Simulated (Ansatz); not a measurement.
Geometry optimisation, RKS PBE0/def2-SVP (Ansatz).

The input (input.yaml):

```yaml
crystal:
  periodic: [false, false, false]
  atoms:
    - { symbol: C, position_ang: [-1.40045, 0.94252, 0.11191] }
    - { symbol: C, position_ang: [-0.17119, 0.44803, 0.54689] }
    - { symbol: B, position_ang: [0.77198, -0.52056, -0.06774] }
    - { symbol: Cl, position_ang: [0.47488, -1.32963, -1.6302] }
    - { symbol: H, position_ang: [-1.6495, 0.45861, -0.88303] }
    - { symbol: H, position_ang: [0.15604, 0.85964, 1.52063] }
    - { symbol: H, position_ang: [1.81824, -0.85862, 0.40154] }
total_charge: -1
basis:
  gaussian: { orbitals: def2-SVP }
hamiltonian:
  xc: pbe0
relax:
  f_tol: 0.02
  max_steps: 40
scf:
  lower_state_search: "off"
```

Launched with:

```bash
$ ansatz run input.yaml --threads 1 --pin off --max-ram 2048MiB --backend cpu --events-out ev --progress --plain --runs-dir out
```

Task: Where does it end, and by what steps?

Result: The run converged. Limits of this set-up: an anion without diffuse functions, the dipole of an ion depends on the origin. After 7 steps the energy has fallen by 0.047 eV; H5 moved furthest, 0.08 Å.

```
step  energy less start (eV)  largest force component (eV/Å)  accepted
   0                  0.0000                           0.670       yes
   1                 -0.0377                           0.333       yes
   2                 -0.0324                           0.286        no
   3                 -0.0447                           0.123       yes
   4                 -0.0443                           0.266        no
   5                 -0.0463                           0.026       yes
   6                 -0.0465                           0.027       yes
   7                 -0.0466                           0.014       yes
```

```xyz
7
Properties=species:S:1:pos:R:3
C -1.421 0.942 0.103
C -0.188 0.473 0.564
B 0.754 -0.508 -0.068
Cl 0.442 -1.328 -1.666
H -1.581 0.416 -0.882
H 0.172 0.870 1.541
H 1.822 -0.865 0.408
```

Whether the end is a true minimum wasn't checked by a vibrational analysis.

Time of the run: 16 s on 1 CPU thread of a shared host.
